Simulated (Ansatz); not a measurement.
Total energies of C₂H₅AlO₂.

Cartesian coordinates in Å:
```
C 0.984 1.641 -0.071
O 1.068 0.329 0.520
C 0.104 -0.499 0.268
O -0.872 -0.165 -0.466
Al -1.136 -1.985 0.119
H 0.084 2.150 0.272
H 1.875 2.165 0.262
H 0.964 1.563 -1.158
H -2.225 -2.136 1.253
H -0.845 -3.061 -1.000
```

Total charge 0; spin multiplicity 1. The bonds changed during the relaxation, so this is another structure than the one it started from. The geometry is a stationary point of PBE0-D4/def2-TZVP. Basis def2-TZVPP, Ansatz.

RPA on PBE orbitals: Hartree–Fock energy of these orbitals -470.32109 Eh, correlation -1.41233 Eh (frozen core).

```csv
functional,energy without D4 (Eh),D4 term (kJ/mol)
LDA (SPW92),-469.32879,–
PBE,-471.78941,-17.1
revPBE,-472.06528,-55.9
BLYP,-472.13722,-38.1
B97M-V,-472.09439,–
B3LYP,-472.21831,-27.5
r2SCANh,-472.02619,-4.5
r2SCAN0,-472.00291,-4.9
HSE06 (plane-wave form),-471.79918,-13.3
BHLYP,-472.06710,-20.2
CAM-B3LYP,-472.10653,-14.5
ωB97X-V,-472.07817,–
B2PLYP,-471.90644,–
PBE-QIDH,-471.69419,–
```

Task: Give the same for r2SCAN, PBE0, LC-ωPBE, ωB97M-V. (Best estimate.)

Result: The calculation gave: 
```tsv
functional	energy without D4 (Eh)	D4 term (kJ/mol)
r2SCAN	-472.04263	-4.2
PBE0	-471.81649	-14.4
LC-ωPBE	-471.96506	–
ωB97M-V	-472.09372	–
```

B3LYP takes the VWN-RPA correlation (the form of Gaussian; ORCA's B3LYP/G). HSE06 is the plane-wave form, built on full-range PBE exchange. The double hybrids freeze the cores in their second-order part.

LC-ωPBE has ω = 0.4 bohr⁻¹.
